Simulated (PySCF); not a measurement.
Si(H)(Br)(Me)(OH) (CH5BrOSi), SMILES C[SiH](O)Br. Geometry optimised at PBE0-D3(BJ)/def2-SVP. This is a generated structure with no PubChem entry under its InChIKey; it may be hypothetical. Other conformers were not sampled.

Computed with PBE0-D3(BJ)/def2-SVP (PySCF 2.14.0).

Harmonic wavenumbers (cm⁻¹): 160, 167, 181, 263, 276, 415, 662, 721, 736, 806, 869, 892, 939, 1267, 1421, 1424, 2294, 3058, 3167, 3171, 3930. Rotational constants (GHz): 5.826, 2.007, 1.621; symmetry number 1.

**Question.** Work out the zero-point energy and the ideal-gas rigid-rotor harmonic-oscillator thermochemistry at 298.15 K and 1 atm.

**Answer.** ZPE = ½ Σ hcν = ½ × 26820 cm⁻¹ = 38.34 kcal/mol. H − E(el) = 43.00 kcal/mol. Entropy in cal/(mol K): translation 40.74, rotation 27.23, vibration 13.04, total 81.01. G − E(el) = 18.84 kcal/mol. Cp = 23.45 cal/(mol K).
